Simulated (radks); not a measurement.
Values are calculated unless marked as measured or tabulated.
Br3+, configuration [Ar] 3d10 4p(up 1.5, down 1.5) 4s(up 0.75, down 0.25) (fractional occupations, a model configuration). Level of theory: non-relativistic Kohn-Sham, SCAN, spin-polarised, spherical densities, point nucleus; meta-GGA in the generalised Kohn-Sham scheme (a radial shooting solver on a logarithmic mesh with Libxc functionals).

Local quantities along the radius. ELF = 1/(1 + alpha^2) is the electron localisation function; alpha = (tau - tau_W)/tau_unif compares the Pauli kinetic energy density with that of the uniform gas (summed over spins).

r (bohr),ELF,alpha
0.002442,1.000,0.01830
0.002775,1.000,0.01888
0.003179,1.000,0.01961
0.003613,1.000,0.02043
0.00414,1.000,0.02147
0.004705,0.999,0.02265
0.00539,0.999,0.02417
0.006127,0.999,0.02592
0.007019,0.999,0.02821
0.007978,0.999,0.03089
0.009067,0.999,0.03427
0.01039,0.998,0.03886
0.01181,0.998,0.04449
0.01353,0.997,0.05242
0.01537,0.996,0.06250
0.01761,0.994,0.07732
0.02002,0.991,0.09704
0.02293,0.984,0.1275
0.02607,0.972,0.1700
0.02986,0.946,0.2388
0.03394,0.897,0.3384
0.03889,0.800,0.5004
0.0442,0.656,0.7247
0.05023,0.487,1.026
0.05755,0.355,1.349
0.06541,0.298,1.535
0.07494,0.314,1.476
0.08517,0.398,1.229
0.09758,0.537,0.9276
0.1109,0.668,0.7049
0.1271,0.755,0.5694
0.1444,0.785,0.5226
0.1654,0.761,0.5605
0.188,0.666,0.7086
0.2137,0.486,1.029
0.2448,0.311,1.487
0.2783,0.252,1.722
0.3188,0.323,1.447
0.3624,0.484,1.032
0.4151,0.662,0.7144
0.4718,0.751,0.5759
0.5406,0.780,0.5315
0.6144,0.759,0.5637
0.7039,0.677,0.6905
0.8,0.516,0.9681
0.9166,0.315,1.476
1.042,0.184,2.106
1.184,0.167,2.233
1.356,0.280,1.605
1.542,0.468,1.065
1.766,0.622,0.7796
2.007,0.662,0.7153
2.3,0.597,0.8219
2.614,0.448,1.110
2.995,0.247,1.745
3.404,0.093,3.115
3.9,0.022,6.670
4.432,0.004,15.88
5.078,0.000,47.77
5.771,0.000,163.2

On this mesh the ELF has minima near r = 0.065, 0.28, 1.2 bohr, which separate the shells, and maxima near 0.14 (0.79), 0.54 (0.78), 2.0 (0.66).

Self-consistent cycle (total energy in hartree, residual of the potential): 1: -2563.579719, 9e+00; 2: -2569.112913, 4e+00; 3: -2571.242255, 9e-01; 4: -2571.271937, 4e-01; 5: -2571.277388, 8e-02; 6: -2571.277568, 3e-02; 7: -2571.277572, 1e-02; 8: -2571.277573, 6e-03; 9: -2571.277573, 3e-03; 10: -2571.277574, 2e-03; 11: -2571.277574, 5e-04; 12: -2571.277574, 2e-04; 13: -2571.277574, 6e-05; 14: -2571.277574, 2e-05; 15: -2571.277574, 6e-06; 16: -2571.277574, 3e-06.
